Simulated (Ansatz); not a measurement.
Breaking a bond: PH (cation, charge +1), lowest doublet found (which spin is the ground state isn't settled by this scan).

Calculation: Ansatz (a program for electronic structure) with full CI/aug-cc-pVTZ, frozen core.

Problem. Relative to R = 1.44 Å, what are the energies at R = 1.25, 1.74, 2.23, 4.00 Å?

Solution. 16.5 mEh at 1.25 Å, 22.0 mEh at 1.74 Å, 75.7 mEh at 2.23 Å, 124.6 mEh at 4.00 Å.

The scan ran from 1.00 to 4.68 Å; beyond the distances shown full CI changes its symmetry label.
